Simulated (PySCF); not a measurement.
Assignment exercise: C$_{8}$H$_{11}$P

Geometry (Å), atoms numbered from 1 in this order:
```xyz
20

C    -2.1495   -1.3074    0.5759
C    -1.5994   -0.6909   -0.7082
C    -0.3184    0.0678   -0.4799
C    -0.3702    1.4160   -0.0998
C     0.7527    2.1817    0.1796
P     2.3977    1.6282    0.1153
C     2.1638   -0.0346   -0.3690
C     3.3894   -0.8906   -0.5473
C     0.9071   -0.5958   -0.5991
H    -2.3467   -0.5332    1.3332
H    -1.4301   -2.0179    1.0115
H    -3.0903   -1.8472    0.3878
H    -2.3522   -0.0135   -1.1433
H    -1.4266   -1.4844   -1.4531
H    -1.3575    1.8862   -0.0257
H     0.6011    3.2288    0.4641
H     4.3117   -0.3354   -0.3226
H     3.3560   -1.7710    0.1149
H     3.4644   -1.2624   -1.5822
H     0.8731   -1.6504   -0.9033
```

- PBE0-D3(BJ)/def2-SVP geometry
- σ from GIAO-PBE0/pcSseg-1
- run in PySCF
- a single conformation, rapidly exchanging positions averaged, non-relativistic Hamiltonian, in vacuum

Referencing at the same level of theory: $^{13}$C (σref 184.41), $^{1}$H (σref 31.27) vs TMS.

Problem. Assign these signals to the numbered atoms. $^{13}$C{$^{1}$H} NMR (computed): δ 179.5 (C), 164.8 (CH), 151.9 (C), 140.9 (CH), 137.3 (CH), 35.8 (CH2), 26.7 (CH3), 21.2 (CH3).

Solution. 
179.5 → C7, ring carbon next to a ring phosphorus
164.8 → C5, ring CH next to a ring phosphorus
151.9 → C3, substituted aromatic carbon
140.9 → C9, aromatic CH
137.3 → C4, aromatic CH: the aromatic region
35.8 → C2, sp3 CH2 on an aromatic ring: a saturated carbon with 2 carbon neighbours and no heteroatom attached
26.7 → C8, methyl carbon on an aromatic ring: saturated and bonded to C and H only
21.2 → C1, methyl carbon: a saturated carbon with 1 carbon neighbour and no heteroatom attached

Problem. Assign these signals to the numbered atoms. $^{1}$H NMR (400 MHz, computed): δ 8.79 (m, 1H), 7.77 (m, 1H), 7.68 (m, 1H), 2.78 (m, 3H), 2.57 (q, 2H), 1.17 (t, 3H).

Solution. 
| δ (ppm) | atoms | environment | reason |
| --- | --- | --- | --- |
| 8.79 | H16 | hydrogen on a ring CH next to a ring phosphorus | – |
| 7.77 | H20 | hydrogen on an aromatic CH | ring-current deshielding |
| 7.68 | H15 | hydrogen on an aromatic CH | – |
| 2.78 | H17/H18/H19 | hydrogen on a methyl carbon on an aromatic ring | benzylic-type position, deshielded by the ring |
| 2.57 | H13/H14 | hydrogen on an sp3 CH2 on an aromatic ring | benzylic-type position, deshielded by the ring |
| 1.17 | H10/H11/H12 | hydrogen on a methyl carbon | – |

H20 and H15 lie closer than the usual error of such a calculation, so a measured spectrum could show them in the other order.

Splittings by $^{31}$P in the carbon and heteronuclear signals aren't shown, as no couplings were computed. Shifts are as computed. Against solution values, carbons near 30 ppm lie about +2 ppm off and those near 130 ppm about +5 ppm (rms about the fit 1.9 ppm; single classes can miss by 10 ppm). Of 1328 compounds with measured shifts, 309 miss one by over three times the rms of a fit or turn the order of signals round; such compounds aren't used in these exercises. Signals without a measured value on file couldn't be tested in this way; 1H shifts scatter by 0.2 ppm about their fit, and single ones miss by 0.5 ppm. No couplings were computed; multiplicities are counted from neighbouring protons, with m where these are inequivalent, close in shift, in a saturated or five-membered ring or joined by F or P, and br s for small geminal =CH2 splittings.
